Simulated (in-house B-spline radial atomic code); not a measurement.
Whole-atom quantities along the 4-electron series, configuration [He] 2s2. Computed with a radial B-spline atomic code at the basis-set limit: non-relativistic Hartree-Fock, average of the configuration, point nuclei.

```csv
ion,Z,E/Z² (Eh),Σ<r²> (bohr²),n(0)/Z³ (bohr⁻³),Lamb diamagnetic shielding (ppm),repulsion over attraction
Be,4,-0.91081,17.319,0.55293,149.26,0.13347
B+,5,-0.9695,7.9366,0.58104,193.81,0.11207
C2+,6,?,?,?,?,?
N3+,7,-1.0425,3.0403,0.61599,282.67,0.083505
O4+,8,-1.0665,2.1568,0.62752,327.07,0.073891
F5+,9,-1.0856,1.6114,0.63668,371.46,0.066221
Ne6+,10,?,?,?,?,?
Mg8+,12,-1.1248,0.81659,0.65553,504.61,0.050425
Al9+,13,-1.134,0.6801,0.65998,548.99,0.046699
```

Q: Fill in the row of C2+.

A: E/Z² (Eh): -1.0113; Σ<r²> (bohr²): 4.6216; n(0)/Z³ (bohr⁻³): 0.60106; Lamb diamagnetic shielding (ppm): 238.26; repulsion over attraction: 0.095847.

Q: Fill in the row of Ne6+.

A: E/Z² (Eh): -1.1011; Σ<r²> (bohr²): 1.2505; n(0)/Z³ (bohr⁻³): 0.64414; Lamb diamagnetic shielding (ppm): 415.84; repulsion over attraction: 0.059973.

Q: With what power of Z does the column «Σ<r²> (bohr²)» change over this range?

A: A fit of the logarithm of its size against log Z from Z = 4 to 13 has slope -2.69. Unscreened non-relativistic hydrogenic orbitals would give -2.
